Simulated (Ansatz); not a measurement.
Name a neutral molecule of C, S, Si and H with HOMO–LUMO gap (PBE/def2-TZVPP) between 2.25 and 2.55 eV and LUMO energy (ωB97M-V/def2-TZVPP) between 0.20 and 0.50 eV (Ansatz, PBE0-D4/def2-TZVP geometry).

`[SiH3][SiH]1CSS1` (2.49 eV, 0.46 eV); `C1[SiH2]SS1` (2.51 eV, 0.49 eV). Other molecules can fit too; these were computed, each in one conformer that needn't be the lowest.
